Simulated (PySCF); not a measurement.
Species: C5H7ClO2.
Numbering: `[O:1]=[C:2]1[CH2:3][C@@H:4]([Cl:5])[CH2:6][CH2:7][O:8]1` (hydrogens: H9, H10 on C3; H11 on C4; H12, H13 on C6; H14, H15 on C7)

Geometry (GFN2-xTB, Å), atoms numbered from 1 in this order:
```xyz
15
C5H7ClO2 angstrom
O     -1.1832    2.2502    1.2515
C     -0.6020    1.4489    0.5776
C     -1.2874    0.3003   -0.1473
C     -0.5801   -1.0366    0.0752
Cl    -0.9379   -2.1224   -1.3197
C      0.9316   -0.8518    0.2238
C      1.3476    0.5010   -0.3439
O      0.7194    1.5435    0.3850
H     -2.3286    0.2572    0.1702
H     -1.2688    0.5497   -1.2125
H     -0.9922   -1.5489    0.9465
H      1.4733   -1.6517   -0.2789
H      1.1940   -0.8730    1.2841
H      2.4193    0.6698   -0.2260
H      1.0906    0.5716   -1.4075
```

The closed-shell SCF was solved with PySCF and density fitting under several settings on one GFN2-xTB geometry (grid level 2 and gas phase unless stated).

| settings | basis functions | SCF cycles | E (Eh) | HOMO (eV) | LUMO (eV) | dipole (D) |
| --- | --- | --- | --- | --- | --- | --- |
| PBE0/pcSseg-1 | 178 | 14 | -804.8083 | -7.94 | -0.36 | 3.22 |
| PBE0/def2-SVPD | 229 | 14 | -804.5009 | -8.04 | -0.50 | 3.28 |
| HCTH407/pcSseg-1, IEF-PCM benzene, energy threshold 1e-06 Eh, start guess atom | 178 | 9 | -805.3641 | -6.51 | -1.38 | 3.40 |

**Question.** Estimate the row for these settings: LDA/cc-pVDZ, grid level 1.

**Answer.** 
| settings | basis functions | SCF cycles | E (Eh) | HOMO (eV) | LUMO (eV) | dipole (D) |
| --- | --- | --- | --- | --- | --- | --- |
| LDA/cc-pVDZ, grid level 1 | 151 | 13 | -801.0822 | -6.12 | -1.31 | 2.83 |

**Question.** Over all rows, what range does the HOMO–LUMO gap span?

**Answer.** From 4.81 eV (LDA/cc-pVDZ, grid level 1) to 7.58 eV (PBE0/pcSseg-1). The functional of the narrowest has no exact exchange, that of the widest 25 % exact exchange.

**Question.** And the dipole moment?

**Answer.** From 2.83 D (LDA/cc-pVDZ, grid level 1) to 3.40 D (HCTH407/pcSseg-1, IEF-PCM benzene, energy threshold 1e-06 Eh, start guess atom); the largest is 1.20 times the smallest, and the median is 3.25 D.

**Question.** Compare two rows with the functional PBE0: PBE0/pcSseg-1 and PBE0/def2-SVPD. Which energy is lower, and by how much?

**Answer.** PBE0/pcSseg-1 (178 functions) lies 0.3074 Eh or 193 kcal/mol below PBE0/def2-SVPD (229 functions). The smaller set gives the lower energy; the two sets aren't nested, so the variational bound doesn't order them by size.

Cycle counts include a coarse-grid stage where the run had one. Geometry: GFN2-xTB, one conformer.
